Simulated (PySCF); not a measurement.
A calculated (B97-3, PySCF 2.14, ANO-RCC-VTZP, the spin-free X2C one-electron Hamiltonian (Gaussian nucleus)) atom or ion has these occupied shells.

```
shell  electrons  orbital energy (eV)  rms radius, mean of both spins (bohr)
 1s α          1             -45045.0                                 0.0264
 1s β          1             -45045.0                                 0.0264
 2s α          1              -7368.0                                  0.107
 2s β          1              -7368.0                                  0.107
 2p α          3              -6589.0                                 0.0959
 2p β          3              -6588.9                                 0.0959
 3s α          1              -1631.0                                  0.278
 3s β          1              -1629.3                                  0.278
 3p α          3              -1384.1                                  0.278
 3p β          3              -1382.3                                  0.278
 3d α          5              -1041.1                                  0.256
 3d β          5              -1039.5                                  0.256
 4s α          1              -341.94                                  0.630
 4s β          1              -337.49                                  0.630
 4p α          3              -260.05                                  0.669
 4p β          3              -255.35                                  0.669
 4d α          5              -142.79                                  0.743
 4d β          5              -137.34                                  0.743
 5s α          1              -58.768                                   1.54
 5s β          1              -56.361                                   1.54
 5p α          3              -38.175                                   1.79
 5p β          3              -36.396                                   1.79
 4f α          5              -18.895                                   1.16
```

Name the element and its charge.

Pm²⁺ (promethium, charge +2), in [Xe] 4f5, one real determinant.
